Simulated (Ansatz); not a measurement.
The lowest singlet and triplet of CH2O (SMILES C=O); geometries from B3LYP-D3(BJ)/def2-TZVP, each state relaxed from the structure named, with no frequency check.
Singlet at the triplet's geometry (charge 0, multiplicity 1):
```xyz
4

C     -0.5797     0.1103     0.0005
O      0.7059    -0.1343    -0.0007
H     -1.2633    -0.7325     0.0007
H     -0.9061     1.1452     0.0013
```

A positive gap puts the triplet lower; no zero-point energy. R- takes a restricted singlet. The triplet is unrestricted in single-reference levels. Active spaces average the two states.

Cores are frozen in the correlated methods.

The values were computed with Ansatz (a program for electronic structure). Each number belongs to the level named beside it.

R-PBE/def2-TZVPP gives -2.692 eV for the gap E(singlet) − E(triplet), vertical, at the triplet's geometry.

How do the other levels lie against it? Give each less PBE: R-r2SCAN/def2-TZVPP, R-B3LYP/def2-TZVPP, R-wB97M-V/def2-TZVPP, R-B2PLYP/def2-TZVPP, R-MP2/cc-pVQZ, R-CCSD(T)/cc-pVQZ, SC-NEVPT2 on SA-CASSCF(4,3)/cc-pVQZ, FIC-MRCISD+Q on SA-CASSCF(4,3)/cc-pVQZ.

R-r2SCAN/def2-TZVPP 0.296; R-B3LYP/def2-TZVPP 0.082; R-wB97M-V/def2-TZVPP -0.038; R-B2PLYP/def2-TZVPP -0.146; R-MP2/cc-pVQZ -0.674; R-CCSD(T)/cc-pVQZ -0.267; SC-NEVPT2 on SA-CASSCF(4,3)/cc-pVQZ -0.344; FIC-MRCISD+Q on SA-CASSCF(4,3)/cc-pVQZ -0.252 eV. 2 of 8 lie above PBE; the widest gap is to R-MP2/cc-pVQZ.

Doubts at one or more of the structures used: a restricted determinant that unrestricted orbitals would lower (R-MP2/cc-pVQZ, R-CCSD(T)/cc-pVQZ).
